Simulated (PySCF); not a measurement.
C3H7AlN2.
Atom-mapped SMILES: `[CH2:1]=[N:2][AlH2-:3][N+:4]#[C:5][CH3:6]` (hydrogens: H7, H8 on C1; H9, H10 on Al3; H11, H12, H13 on C6)
Bond orders are those of one Lewis drawing.

Computed by this run: PBE0-D3(BJ)/def2-SVP geometry optimisation, gas phase in PySCF; density fitting, grid level 1; the optimiser is geomeTRIC in internal coordinates, started from a GFN2-xTB structure with every atom displaced at random (about 0.01 Å).

The end geometry, which sets the zero of energy:
```
atom  x, y, z in Å
C1     -3.3090    0.2026   -0.5295
N2     -2.0988   -0.0917   -0.4051
Al3    -0.8424   -1.3515   -0.7891
N4      0.8254   -0.3052   -0.2313
C5      1.7644    0.2812    0.0834
C6      2.9386    1.0239    0.4815
H7     -3.7345    1.1481   -0.1180
H8     -4.0713   -0.4273   -1.0491
H9     -0.4559   -1.5849   -2.3268
H10    -0.7286   -2.5550    0.2594
H11     3.4451    1.4255   -0.4077
H12     2.6440    1.8557    1.1372
H13     3.6300    0.3637    1.0245
```

Question: These geometries come from the run, each turned onto the end geometry. Order them by energy, lowest first.
A.
```
atom  x, y, z in Å
C1     -3.3320    0.1922   -0.5435
N2     -2.1279   -0.1073   -0.3891
Al3    -0.8506   -1.3415   -0.7672
N4      0.8153   -0.2955   -0.1917
C5      1.7637    0.2879    0.0961
C6      2.9562    1.0183    0.4730
H7     -3.7635    1.1328   -0.1244
H8     -4.0856   -0.4248   -1.0948
H9     -0.4333   -1.5352   -2.3014
H10    -0.7109   -2.5609    0.2629
H11     3.4494    1.4157   -0.4262
H12     2.6795    1.8546    1.1322
H13     3.6468    0.3488    1.0034
```
B.
```
atom  x, y, z in Å
C1     -3.3152    0.2168   -0.5516
N2     -2.1687   -0.2437   -0.3788
Al3    -0.8337   -1.4012   -0.7523
N4      0.7873   -0.3251   -0.1042
C5      1.7337    0.2809    0.1389
C6      2.9249    1.0382    0.4511
H7     -3.6734    1.1261   -0.0113
H8     -4.0816   -0.2153   -1.2420
H9     -0.3604   -1.5569   -2.2705
H10    -0.7004   -2.6339    0.2591
H11     3.3662    1.4343   -0.4746
H12     2.6697    1.8754    1.1164
H13     3.6588    0.3895    0.9493
```
C.
```
atom  x, y, z in Å
C1     -3.2075    0.2881   -0.5268
N2     -2.1629   -0.3823   -0.4074
Al3    -0.8236   -1.5347   -0.7476
N4      0.7752   -0.3852   -0.1440
C5      1.6958    0.2563    0.1197
C6      2.8436    1.0853    0.4335
H7     -3.5079    1.0817    0.2020
H8     -3.9502    0.1583   -1.3567
H9     -0.2629   -1.7075   -2.2517
H10    -0.7914   -2.7693    0.2697
H11     3.2503    1.5163   -0.4952
H12     2.5329    1.8995    1.1070
H13     3.6155    0.4786    0.9270
```
D.
```
atom  x, y, z in Å
C1     -3.0041    0.3949   -0.4783
N2     -2.0515   -0.3941   -0.5447
Al3    -0.7971   -1.6534   -0.8198
N4      0.8239   -0.4256   -0.5414
C5      1.6326    0.2490   -0.0918
C6      2.6564    1.1053    0.4761
H7     -3.2007    1.0291    0.4236
H8     -3.7526    0.5535   -1.2985
H9     -0.4831   -2.1986   -2.2714
H10    -0.5556   -2.6537    0.4048
H11     3.1207    1.7092   -0.3135
H12     2.1951    1.7743    1.2180
H13     3.4230    0.4952    0.9663
```
E.
```
atom  x, y, z in Å
C1     -2.8779    0.4158   -0.4416
N2     -1.9473   -0.3428   -0.6031
Al3    -0.7485   -1.6385   -0.8458
N4      0.8983   -0.4235   -0.8036
C5      1.5928    0.2300   -0.2275
C6      2.5106    1.0682    0.4892
H7     -3.0624    0.9870    0.4923
H8     -3.6181    0.6575   -1.2372
H9     -0.6276   -2.3596   -2.1812
H10    -0.3240   -2.4374    0.4558
H11     3.0243    1.7195   -0.1957
H12     1.9746    1.6619    1.2284
H13     3.2123    0.4469    0.9993
```

Answer: A (0.002 eV), B (0.015 eV), C (0.051 eV), D (0.150 eV), E (0.500 eV).

In the order of the answer:

```
step  E above end (eV)  largest force (eV/Å)  rms force component (eV/Å)  rms distance from end (Å)  rms bond change (Å)  bond most changed (Å)
  12             0.002                  0.19                       0.052                      0.034                0.002          N2–Al3 -0.004
  10             0.015                  0.19                       0.058                      0.122                0.005          N2–Al3 -0.014
   6             0.051                  0.21                       0.076                      0.276                0.008          N2–Al3 -0.021
   3             0.150                  1.04                       0.244                      0.498                0.010          N2–Al3 -0.022
   0             0.500                  5.47                       1.395                      0.635                0.033          Al3–H9 -0.080
```

The cost below is that of the whole optimisation. Hardware: Arm Neoverse V2, one thread, shared host with 96 logical CPUs at a one-minute load of 31. Cost: 76 s of wall time, 0.52 GiB resident at most.
